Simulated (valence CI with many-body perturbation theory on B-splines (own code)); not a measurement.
Values are calculated unless marked as measured or tabulated.
Pb LII: what each term of the Hamiltonian does

Method: configuration interaction combined with many-body perturbation theory (CI+MBPT): three valence electrons over a frozen Dirac-Fock core [Ar] 3d10, radial functions for each j: 11 s, 11 p, 9 d, 7 f, 5 g, 2 h, 1 i, with the one-electron correlation potential Σ1, the two-electron term Σ2, the three-electron term Σ3, Breit, model QED; selected CI, second order for the rest (own B-spline code, finite nucleus).

The last digits are not significant, and no measured levels were compared; by estimate large intervals hold to a few tenths of a per cent, small ones and those within an open d or f shell to about a per cent.

Each rung adds one term. CI alone is the Dirac-Coulomb CI over the frozen core; QED comes last and gives the full result, which names the levels. Energies are above (4s^2 4p1/2) J=1/2 on the same rung, in × 10³ cm⁻¹.

Levels are named by their leading jj configuration (3d3/2^4 stands for four electrons in 3d with j = 3/2), which in mixed levels can hold well under half, so a name can repeat and another be missing. Letters in brackets count levels of one name in rising energy.

```tsv
Level	CI alone	+ Σ1	+ Σ2	+ Σ3	+ Breit	Full
(4s 4p1/2^2) J=1/2	956.46	955.27	955.48	955.53	968.33	952.72
(4s^2 4p3/2) J=3/2	1380.9	1383.7	1384.9	1384.9	1369.7	1370.9
(4s 4p1/2 4p3/2) J=3/2 [a]	2204.7	2206.2	2211.6	2211.7	2209.3	2195.0
(4s 4p1/2 4p3/2) J=5/2	2288.3	2289.9	2292.9	2293.1	2289.5	2275.3
(4s 4p1/2 4p3/2) J=3/2 [b]	2403.0	2404.6	2403.3	2403.4	2399.9	2386.0
(4s 4p1/2 4p3/2) J=1/2	2425.2	2426.8	2421.9	2421.9	2419.6	2405.2
(4s^2 4d3/2) J=3/2	2932.2	2932.7	2926.6	2926.7	2908.2	2905.6
(4s^2 4d5/2) J=5/2	3203.2	3204.9	3201.3	3201.3	3176.8	3175.0
(4p1/2^2 4p3/2) J=3/2	3358.0	3358.4	3355.7	3355.8	3365.0	3335.8
(4s 4p3/2^2) J=5/2	3647.7	3652.0	3655.2	3655.2	3637.0	3624.2
(4s 4p1/2 4d3/2) J=3/2 [a]	3676.3	3675.5	3679.3	3679.6	3673.4	3655.7
(4s 4p1/2 4d3/2) J=5/2	3751.1	3750.4	3752.4	3752.6	3745.4	3727.8
(4s 4p3/2^2) J=1/2	3800.7	3805.1	3804.8	3804.8	3787.5	3774.4
(4s 4p3/2^2) J=3/2	3836.8	3841.2	3836.5	3836.5	3818.7	3805.6
(4s 4p1/2 4d3/2) J=1/2	3878.9	3878.1	3872.9	3872.9	3866.8	3849.2
(4s 4p1/2 4d3/2) J=3/2 [b]	3895.1	3894.4	3889.4	3889.4	3883.1	3865.2
(4s 4p1/2 4d5/2) J=5/2 [a]	4048.9	4049.2	4048.9	4049.0	4037.0	4020.1
(4s 4p1/2 4d5/2) J=7/2	4105.8	4106.2	4104.9	4105.0	4091.6	4074.8
(4s 4p1/2 4d5/2) J=5/2 [b]	4161.8	4162.1	4159.8	4159.8	4147.5	4130.4
```

Question: How does the ionisation energy move along the ladder, and which term matters most?

Answer: CI alone 3040.4, + Σ1 3042.5, + Σ2 3042.5, + Σ3 3042.4, + Breit 3038.1, + QED 3038.0 eV. The largest step is Breit, -4.3 eV. NIST lists 3036 ± 4 eV (theoretical).
